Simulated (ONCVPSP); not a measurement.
**Reading a pseudo-wave (lanthanum (La))**

Columns: radius, all-electron u(r) and pseudo u(r) of the 5p shell (level -34.92 eV) of lanthanum in the configuration [Kr] 4d10 5s2 5p6 5d1; PBE, scalar-relativistic, ONCV scheme, ONCVPSP 4.0.1.

| r (bohr) | all-electron | pseudo |
| --- | --- | --- |
| 0.118 | 0.0476 | 0.0027 |
| 0.235 | 0.2721 | 0.0126 |
| 0.353 | -0.1005 | 0.0355 |
| 0.470 | -0.4036 | 0.0773 |
| 0.588 | -0.4366 | 0.1434 |
| 0.705 | -0.2685 | 0.2335 |
| 0.822 | -0.0137 | 0.3436 |
| 0.940 | 0.2494 | 0.4657 |
| 1.058 | 0.4758 | 0.5872 |
| 1.175 | 0.6481 | 0.6950 |
| 1.292 | 0.7674 | 0.7806 |
| 1.410 | 0.8394 | 0.8388 |
| 1.528 | 0.8709 | 0.8671 |
| 1.645 | 0.8710 | 0.8679 |
| 1.763 | 0.8475 | 0.8460 |
| 1.880 | 0.8080 | 0.8075 |
| 1.998 | 0.7574 | 0.7573 |
| 2.115 | 0.7011 | 0.7011 |
| 2.232 | 0.6422 | 0.6422 |
| 2.350 | 0.5826 | 0.5826 |
| 2.468 | 0.5246 | 0.5246 |
| 2.585 | 0.4699 | 0.4698 |
| 2.702 | 0.4186 | 0.4186 |
| 2.820 | 0.3709 | 0.3709 |
| 2.938 | 0.3274 | 0.3274 |
| 3.055 | 0.2883 | 0.2882 |

(1) How many radial nodes do the two functions have?

(2) At about which radius was the pseudo-wave matched?

(3) Where does each function peak?

(4) Is the pseudo-wave norm-conserving?

Answers

(1) The all-electron 5p function has n − l − 1 = 3 (the table is too coarse to show those close to the nucleus); the pseudo-wave has 0, since the states of the same l below it are removed with the core.

(2) 2.15 bohr. The columns agree to 0.0005 from 2.00 bohr on; several derivatives are matched, so the curves merge somewhat inside the radius.

(3) Outermost all-electron maximum near 1.65 bohr, pseudo maximum near 1.65 bohr (to the table’s step).

(4) Yes: the ONCV scheme keeps the norm inside the radius equal to the all-electron one, which fixes the energy derivative of the logarithmic derivative at the level.
